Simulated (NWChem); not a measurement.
# BeHSCl; SMILES [SH][Be][Cl]

```xyz
4

Be     0.0259    -0.0402     0.0000
Cl     0.0153    -1.8551     0.0000
S      0.0582     1.8601     0.0000
H     -1.2939     1.9353     0.0000
```
Atoms are numbered in this order, from 1.

All runs: NWChem. Coordinates come from a PBE0/def2-SVP optimisation. Ions are spin-unrestricted doublets at the neutral geometry. Hybrids' shares of exact exchange are those that their runs print; pure functionals count as 0. The functionals differ in more than this share.

```csv
row,share of exact exchange,ΔSCF ionisation energy minus −ε(HOMO) (eV)
PBE/def2-TZVP,0.00,3.40
B3LYP/def2-TZVP,0.20,2.65
PBE0/def2-TZVP,0.25,withheld
M06-2X/def2-TZVP,0.54,1.41
```

**Question.** Fit a straight line of the last column on the one before it, predict the withheld value, and compare with the run.

**Answer.** 
1. Means of the 3 shown rows: x = 0.247, y = 2.487. Slope Σ(x − x̄)(y − ȳ)/Σ(x − x̄)² = -0.5487/0.1491 = -3.681; intercept 3.395.
2. The shown rows scatter about the line by 0.006 (root mean square); the largest residual is -0.01, at B3LYP/def2-TZVP.
3. At x = 0.25 (PBE0/def2-TZVP; inside the shown range) the line gives 2.47.
4. The run gives 2.39, -0.08 from the line. The line crosses zero at a share of 0.92, outside the shown range.
